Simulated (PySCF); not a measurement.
Compound: C3H8NO2Si2 (doublet state).
Cartesian coordinates in Å at the GFN2-xTB level; atoms count from 1:
```xyz
16
C3H8NO2Si2 angstrom
N      2.5979    0.5464   -0.6890
C      2.0532   -0.6604   -0.4207
O      2.7267   -1.6077   -0.0617
Si     0.1606   -0.7891   -0.6336
C     -0.8727   -0.6626    0.9669
C     -2.1383    0.1367    0.6175
Si    -1.6442    1.4083   -0.7239
O     -0.3281    0.6069   -1.3423
H      2.0327    1.2774   -1.0827
H      3.5993    0.6663   -0.6510
H     -0.2132   -1.9036   -1.4985
H     -0.3050   -0.1244    1.7304
H     -1.1361   -1.6268    1.3989
H     -2.8943   -0.5481    0.2283
H     -2.5691    0.6063    1.5026
H     -1.0770    2.6833   -0.2753
```

The hyperfine couplings belong to this conformer and change with its torsions.

As a line formula: `NC(=O)[Si@H]1CC[SiH]O1` [radical].

Computed, not measured: UKS B3LYP, pcH-1 on C H N O Si, non-relativistic, mean-field spin-orbit, GIAO in PySCF. Geometry: GFN2-xTB, one conformer, isolated molecule. The geometry wasn't refined by DFT: couplings that depend on bond lengths, twists or pyramidal angles can differ widely from those at the functional's own minimum, by a factor of two or more for some ions and for spin on atoms past the first row. No stability test was run, so a lower SCF solution isn't excluded.

Q: Match the computed a_iso(13C) values +46.4, +11.5, +4.9 MHz with the sites C2; C5; C6.

A: 
| site | a_iso (MHz) | ρ(0) (bohr⁻³) | position | distance from Si7 (Å) | spin population | largest \|T\| (MHz) |
| --- | --- | --- | --- | --- | --- | --- |
| C2 | +4.9 | +0.0043 | 3 bonds from Si7 | 4.25 | 0.00 | 1.0 |
| C5 | +11.5 | +0.0103 | 2 bonds from Si7 | 2.78 | +0.01 | 3.5 |
| C6 | +46.4 | +0.0412 | 1 bond from Si7 | 1.91 | +0.03 | 13.3 |

Q: Match the computed a_iso(17O) values -30.4, -0.6 MHz with the sites O3; O8.

A: 
```tsv
site	a_iso (MHz)	ρ(0) (bohr⁻³)	position	distance from Si7 (Å)	spin population	largest |T| (MHz)
O3	-0.6	+0.0011	4 bonds from Si7	5.35	0.00	1.4
O8	-30.4	+0.0501	1 bond from Si7	1.66	+0.04	22.4
```

Q: Match the computed a_iso(29Si) values -598.0, -13.7 MHz with the sites Si4; Si7.

A: 
| site | a_iso (MHz) | ρ(0) (bohr⁻³) | position | distance from Si7 (Å) | spin population | largest \|T\| (MHz) |
| --- | --- | --- | --- | --- | --- | --- |
| Si4 | -13.7 | +0.0155 | 2 bonds from Si7 | 2.84 | 0.00 | 3.3 |
| Si7 | -598.0 | +0.6740 | largest spin population | 0.00 | +0.84 | 154.6 |

ρ(0) is the spin density at the nucleus and T the dipolar tensor; a_iso includes a spin–orbit part. The Mulliken spin populations are largest on Si7 (+0.84) and H16 (+0.06). No atom but Si7 exceeds +0.15. The angles at Si7 add up to 319.1°, so it is pyramidal.

H9 and H10 aren't averaged: N1 is flat or nearly so (angle sum 359°), and its turn about the short N1–C2 bond (1.35 Å) is taken as slow.
